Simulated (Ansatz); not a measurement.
The cluster In₂As. Charge 0, multiplicity 2. Geometry PBE-D4/def2-TZVP; atoms count from 1.

```xyz
3

In    0.3980    0.3503    2.2268
In   -0.2594   -1.2860   -1.8758
As   -0.1386    0.9356   -0.3509
```

In the def2 sets In takes a core potential; there is no spin–orbit coupling. The structure comes from a short search, and lower isomers may exist.

**Question.** Estimate the Mulliken populations from the PBE0/def2-TZVP orbitals of Ansatz.

**Answer.** 
```tsv
atom	charge (e)	spin (α − β)
In1	0.27	0.02
In2	0.27	0.02
As3	-0.53	0.96
```
Mulliken values depend strongly on the basis.

**Question.** Where does the spin sit?

**Answer.** Summed by element: In 0.04, As 0.96, of 1 unpaired in all. Largest on single atoms: As3 0.96, In1 0.02, In2 0.02.

**Question.** And the Mayer bond orders between heavy atoms (over 0.3)?

**Answer.** In1–As3 1.05 (2.70 Å); In2–As3 1.05 (2.70 Å).
